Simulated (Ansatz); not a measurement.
The same path of GaH$_{3}$OSi (6 atoms, charge 0, multiplicity 1) was run twice with different band settings. Lost on the way: Si2–H4. Made: O1–H4.

Method: Ansatz 0.2.0, UKS r2SCAN/def2-SVP.

Relaxed end points:

```xyz
6
Properties=species:S:1:pos:R:3
O 0.911 -0.744 0.006
Si -0.269 0.058 -0.879
Ga 0.013 0.233 1.374
H -1.333 -0.774 -1.519
H 0.188 1.092 -1.856
H 0.532 0.072 2.828
```

```xyz
6
Properties=species:S:1:pos:R:3
O 0.069 -0.860 -0.471
Si -0.654 0.715 -1.178
Ga 0.020 0.599 1.084
H -0.595 -1.561 -0.401
H 0.746 1.292 -1.427
H 0.457 -0.250 2.346
```

Common settings: movable images 5; climbing image yes; spring 5.0 eV/Å²; optimiser quadratic models (default); start path through a guess of the saddle point; end points relaxed.

| run | force threshold | iteration limit |
| --- | --- | --- |
| 1 | 0.05 eV/Å | 49 |
| 2 | 0.5 eV/Å | 60 |

Question: What does each run give, and how far can it be trusted?

Answer: Run 1: converged after 19 iterations, highest image 2.701 eV above the first end. Neighbouring images differ by up to 1.3 eV, so the band resolves the path poorly. A vibrational analysis at the climbing image gives one clearly imaginary mode, 1493i cm⁻¹: a first-order saddle point.
Run 2: converged after 14 iterations, highest image 2.763 eV above the first end. The threshold of 0.5 eV/Å is loose, so the images may lie well off the minimum-energy path. Neighbouring images differ by up to 1.2 eV, so the band resolves the path poorly. The order of the stationary point at the top wasn't checked.
The orbitals were unrestricted but ended closed-shell.
